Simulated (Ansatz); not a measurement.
Calculated with Ansatz (gas phase, PBE0-D4/def2-TZVP geometries, no zero-point term in ΔE). CBS: MP2 limit from def2 TZ/QZ plus the TZ coupled-cluster correction, frozen cores. Functionals use def2-TZVPP. B3LYP here is the variant with VWN-RPA as its local correlation; programs differ in this. Each species was taken in one conformer, which may not be the lowest.

Reaction (formal exchange of groups at the Si–O bond): `F[SiH2]O[SiH2]Cl` + `CCCOC` → `COC[SiH2]F` + `CCO[SiH2]Cl`

`F[SiH2]O[SiH2]Cl`:

Z-matrix (Å, degrees):
```
Si
O 1 1.624
F 1 1.593 2 109.1
H 1 1.475 2 108.0 3 -117.1
H 1 1.477 2 110.4 3 118.1
Si 2 1.626 1 148.3 3 -64.1
Cl 6 2.050 2 109.9 1 -29.0
H 6 1.477 2 110.0 1 89.5
H 6 1.476 2 108.5 1 -147.0
```

`CCCOC`:

Cartesian coordinates in Å:
```
C -0.663 0.744 -2.072
C -0.903 -0.096 -0.831
C 0.217 0.039 0.172
O -0.062 -0.759 1.292
C 0.938 -0.682 2.267
H -0.579 1.806 -1.824
H -1.481 0.636 -2.787
H 0.260 0.450 -2.580
H -1.840 0.196 -0.348
H -1.005 -1.152 -1.099
H 1.174 -0.268 -0.282
H 0.331 1.093 0.477
H 0.644 -1.327 3.096
H 1.908 -1.023 1.878
H 1.060 0.344 2.641
```

`COC[SiH2]F`:

Cartesian coordinates in Å:
```
C 0.715 -0.984 1.309
O -0.585 -0.766 0.834
C -0.750 0.505 0.238
Si -0.196 0.598 -1.560
F -1.167 -0.307 -2.454
H 1.465 -0.928 0.509
H 0.983 -0.253 2.085
H 0.738 -1.984 1.741
H -0.254 1.291 0.831
H -1.822 0.733 0.266
H 1.184 0.093 -1.764
H -0.309 2.001 -2.037
```

`CCO[SiH2]Cl`:

```xyz
12

C     1.724   -0.337    0.821
C     0.439   -0.557    0.066
O    -0.247    0.681   -0.059
Si   -1.771    0.835   -0.601
Cl   -1.931    0.209   -2.555
H     1.523    0.050    1.821
H     2.270   -1.279    0.917
H     2.358    0.379    0.296
H    -0.197   -1.282    0.591
H     0.642   -0.958   -0.934
H    -2.707   -0.013    0.176
H    -2.105    2.271   -0.540
```

Is it downhill or uphill in electronic energy at CCSD(T)/CBS, and by how much? (An estimate is asked.)

Computed: Uphill: ΔE = +48.3 kcal/mol.

What do these levels give: PBE-D4, r2SCAN-D4, PBE0-D4, B3LYP-D4, ωB97M-V, B2PLYP, PBE, PBE0, MP2/def2-TZVPP, SCS-MP2/def2-TZVPP, CCSD/def2-TZVPP, HF/def2-QZVPP? (An estimate is asked.)

Computed: PBE-D4 42.4, r2SCAN-D4 46.4, PBE0-D4 45.1, B3LYP-D4 45.8, ωB97M-V 46.5, B2PLYP 47.5, PBE 42.6, PBE0 45.2, MP2/def2-TZVPP 49.7, SCS-MP2/def2-TZVPP 49.3, CCSD/def2-TZVPP 48.6, HF/def2-QZVPP 51.7 kcal/mol.

Largest T1 diagnostic among the species: 0.011.

From PBE to PBE0 (25 % exact exchange), in def2-TZVPP and without D4, ΔE moves by +2.7 kcal/mol. In def2-TZVPP, CCSD(T) changes the Hartree–Fock value by −3.4 kcal/mol (the triples alone add −0.7 kcal/mol) and MP2 by −1.6 kcal/mol.
